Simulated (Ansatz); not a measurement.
Reading a saddle point

A first-order saddle point of BNH$_{7}$ClO, closed shell, PBE0-D4/def2-TZVP, with one imaginary mode of 430i cm⁻¹:

B1  (-0.983, -0.924, -0.314)
Cl2  (-1.102, 1.267, -1.284)
H3  (-0.829, -1.468, -1.366)
H4  (-2.063, -0.834, 0.184)
H5  (0.878, 0.561, 0.529)
N6  (0.181, -0.895, 0.592)
H7  (0.073, 1.624, -0.468)
O8  (1.068, 1.560, 0.346)
H9  (0.923, -1.537, 0.351)
H10  (-0.039, -0.981, 1.575)
H11  (1.893, 1.626, -0.145)
(Å)

Computed with Ansatz 0.2.0 (basis: def2-TZVPP and def2-QZVPP); correlated methods freeze the cores. Extrapolation: Hartree–Fock as exp(−7.88 √X), correlation as X^−2.97.

Q: Which contacts change along the imaginary mode, and what lies on either side? (Judge from chemistry; the calculation decides.)

A: By the calculation: The step is BH₂Cl ([BH2][Cl]) + H₂O + NH₃ → BNH₄ ([BH2][NH2]) + HCl + H₂O, with the molecules in contact on both sides. Shortening one way: B1–N6, Cl2–H7, H5–O8; lengthening the same way: B1–Cl2, H5–N6, H7–O8.
| pair | one side (Å) | saddle (Å) | other side (Å) |
| --- | --- | --- | --- |
| B1–N6 | 1.61 | 1.47 | 1.39 |
| Cl2–H7 | 2.28 | 1.47 | 1.32 |
| H5–O8 | 1.85 | 1.03 | 0.97 |
| B1–Cl2 | 1.88 | 2.40 | 4.51 |
| H5–N6 | 1.03 | 1.62 | 2.18 |
| H7–O8 | 0.97 | 1.29 | 1.71 |

Q: Which side is lower, and how far does the saddle lie above each? (An estimate is asked for; the value comes from the calculation.)

A: The calculation gives: The side with B1–Cl2, H5–N6, H7–O8 short is lower by 18.81 kcal/mol; the saddle lies 31.55 kcal/mol above it and 12.74 kcal/mol above the other (CCSD(T) at an estimated basis limit (MP2 extrapolated from triple and quadruple zeta, plus CCSD(T) − MP2 in triple zeta); electronic energies).

The T1 diagnostic stays at or below 0.011.

The step is the kind of exchange with an N–H group that builds nitride films in atomic layer and chemical vapour deposition.

Labels in which every atom is bracketed show which atoms are joined, not bond orders.

For scale, one of the runs: CCSD(T)/def2-TZVPP, 233 basis functions (an equivalent command: `ansatz run in.yaml --threads 4`). Hardware: 4 CPU threads, shared host. Wall time 88 s; peak host memory 4.2 GiB.
